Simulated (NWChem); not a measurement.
Species: hydrogen iodide (HI); SMILES I

Results from NWChem. The geometry was optimised at PBE0/def2-SVP. def2 effective core potentials on I; no spin-orbit coupling. Total energies compare along this basis series because the functional is fixed.

```tsv
level	basis functions	energy (Ha)	highest occupied level (eV)	orbital gap (eV)	dipole (D)
PBE0/def2-SVP	31	-298.3067	-7.82	7.11	0.66
PBE0/def2-SVPD	43	-298.3088	-7.94	6.98	0.48
PBE0/def2-TZVP	56	-298.3176	-7.93	7.10	0.51
PBE0/def2-TZVPD	68	-298.3181	-7.95	6.98	0.46
PBE0/def2-TZVPP	64	-298.3182	-7.94	7.11	0.50
PBE0/def2-QZVP	112	-298.3196	-7.95	7.04	0.48
```
